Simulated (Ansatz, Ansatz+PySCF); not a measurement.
```yaml
atoms:
  - { symbol: C, position_ang: [0.0098, 0.0001, -1.0238] }
  - { symbol: S, position_ang: [-0.0042, 0.0088, 0.5869] }
  - { symbol: H, position_ang: [-0.0091, -0.9333, -1.6151] }
  - { symbol: H, position_ang: [0.0054, 0.9237, -1.6186] }
```

Basis set: def2-SVP (spherical functions). Left uncorrelated: 6 orbitals. Charge 0, multiplicity 1.

Computed with Ansatz (development build ahead of 0.2.0); each method stands on the lowest determinant of its kind that the runs found. Restricted open shells among the atoms or ions are ROHF, correlated in semicanonical orbitals with singles.

Q: Give the atomization energy at this shape (free ground-state atoms in the same class of orbitals less the molecule, no zero-point energy) of singlet CH2S by RHF-CCSD(T), UHF-CCSD(T), RHF-MP2, UHF-MP2, UHF, RHF.

A:

```json
{"method": "RHF-CCSD(T)", "atomization energy": "1280.1 kJ/mol"}
{"method": "UHF-CCSD(T)", "atomization energy": "1277.5 kJ/mol"}
{"method": "RHF-MP2", "atomization energy": "1284.5 kJ/mol"}
{"method": "UHF-MP2", "atomization energy": "1246.2 kJ/mol"}
{"method": "UHF", "atomization energy": "945.4 kJ/mol"}
{"method": "RHF", "atomization energy": "958.6 kJ/mol"}
```

Caution for UHF-CCSD(T), UHF-MP2, UHF: the unrestricted determinant is spin contaminated. Caution for UHF-MP2: another reference gives a lower total.
